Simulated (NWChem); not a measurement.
System: SiH3S2OCl; SMILES S[Si](O)(Cl)S

NWChem input:

```
start job
memory heap 200 mb stack 900 mb global 1100 mb
geometry units angstroms noautosym nocenter noautoz
  O     -0.051918    -0.257157     1.907537
  Si     0.023671    -0.054469     0.270251
  S      1.683989     1.059912    -0.450627
  S      0.077486    -2.011793    -0.540510
  Cl    -1.604567     1.067239    -0.328555
  H     -0.259351     0.527750     2.427141
  H      2.586934     0.155033    -0.007622
  H     -0.675261    -2.523014     0.460367
end
basis spherical
  * library 6-31g*
end
dft
  xc hfexch
  iterations 150
  mulliken
end
task dft energy
esp
  recalculate
  probe 0.07
  range 0.3
  factor 1.0
  spacing 0.02
end
task esp
```

Excerpt of the output:

```
             Northwest Computational Chemistry Package (NWChem) 7.3.0
             --------------------------------------------------------

                             Geometry "geometry" -> ""
                             -------------------------

 Output coordinates in angstroms (scale by  1.889725989 to convert to a.u.)

  No.       Tag          Charge          X              Y              Z
 ---- ---------------- ---------- -------------- -------------- --------------
    1 O                    8.0000    -0.05191800    -0.25715700     1.90753700
    2 Si                  14.0000     0.02367100    -0.05446900     0.27025100
    3 S                   16.0000     1.68398900     1.05991200    -0.45062700
    4 S                   16.0000     0.07748600    -2.01179300    -0.54051000
    5 Cl                  17.0000    -1.60456700     1.06723900    -0.32855500
    6 H                    1.0000    -0.25935100     0.52775000     2.42714100
    7 H                    1.0000     2.58693400     0.15503300    -0.00762200
    8 H                    1.0000    -0.67526100    -2.52301400     0.46036700

 Effective nuclear repulsion energy (a.u.)     445.1909117757

  xc_inp: hfexch multiplicative factor not found.

                                 NWChem DFT Module
                                 -----------------

 Summary of "ao basis" -> "ao basis" (spherical)
 ------------------------------------------------------------------------------
       Tag                 Description            Shells   Functions and Types
 ---------------- ------------------------------  ------  ---------------------
 O                           6-31g*                  6       14   3s2p1d
 Si                          6-31g*                  8       18   4s3p1d
 S                           6-31g*                  8       18   4s3p1d
 Cl                          6-31g*                  8       18   4s3p1d
 H                           6-31g*                  2        2   2s

            General Information
            -------------------
          SCF calculation type: DFT
          Wavefunction type:  closed shell.
          No. of atoms     :     8
          No. of electrons :    74
           Alpha electrons :    37
            Beta electrons :    37
          Charge           :     0
          Spin multiplicity:     1
          Use of symmetry is: off; symmetry adaption is: off
          Maximum number of iterations: 150
          AO basis - number of functions:    92
                     number of shells:    44
          Convergence on energy requested:  1.00D-06
          Convergence on density requested:  1.00D-05
          Convergence on gradient requested:  5.00D-04

              XC Information
              --------------
                     Hartree-Fock (Exact) Exchange  1.000

      Superposition of Atomic Density Guess
      -------------------------------------

 Sum of atomic energies:       -1619.42830199

      Non-variational initial energy
      ------------------------------

 Total energy =   -1620.910996
 1-e energy   =   -3127.032938
 2-e energy   =    1060.931031
 HOMO         =      -0.326796
 LUMO         =       0.044159

     ---------------------------------------------
      Total Density - Mulliken Population Analysis
     ---------------------------------------------

    Atom       Charge   Shell Charges
 -----------   ------   -------------------------------------------------------
    1 O    8     9.01   2.00  0.93  3.14  0.90  2.02  0.01
    2 Si  14    12.70   2.00  2.00  5.97  0.83  1.21  0.11  0.34  0.24
    3 S   16    16.50   2.00  2.00  5.98  1.32  3.13  0.55  1.50  0.03
    4 S   16    16.49   2.00  2.00  5.98  1.32  3.13  0.54  1.49  0.03
    5 Cl  17    17.41   2.00  2.00  5.98  1.37  3.71  0.57  1.77  0.01
    6 H    1     0.44   0.35  0.09
    7 H    1     0.73   0.39  0.34
    8 H    1     0.73   0.39  0.34

[...]

                     NWChem Electrostatic Potential Fit Module
                     -----------------------------------------

 Atom parameters

 Number of atoms is                                    8
 Number of basis functions is                         92

 Grid parameters

 Maximum number of grid points is                  38405
 Number of grid points is                          38404
 Grid range                                     0.300000 nm
 Grid spacing                                   0.020000 nm
 Probe radius                                   0.070000 nm
 Atom radius factor                             1.000000

 Atomic radii

    1    0.100000
    8    0.136000
   14    0.187000
   16    0.174000
   17    0.169000
 FASTESP  F
  using M.O. file = ./job.movecs

    Atom              Coordinates                           Charge

                                                  ESP

    1 O    -0.005192   -0.025716    0.190754   -0.794708
    2 Si    0.002367   -0.005447    0.027025    1.020511
    3 S     0.168399    0.105991   -0.045063   -0.382275
    4 S     0.007749   -0.201179   -0.054051   -0.429554
    5 Cl   -0.160457    0.106724   -0.032856   -0.300458
    6 H    -0.025935    0.052775    0.242714    0.451094
    7 H     0.258693    0.015503   -0.000762    0.196939
    8 H    -0.067526   -0.252301    0.046037    0.238450
                                            ------------
                                               -0.000000

 Dipole moment                                  0.905899

 Quadrupole moment Qxx                          3.677110
                   Qyy                         -1.705825
                   Qzz                         -1.971285

 RMS deviation kJ/mol                           0.098838

 RRMS %                                        37.230624
```

Level: Hartree-Fock/6-31G* (spherical d). The geometry was optimised at PBE0/def2-SVP.
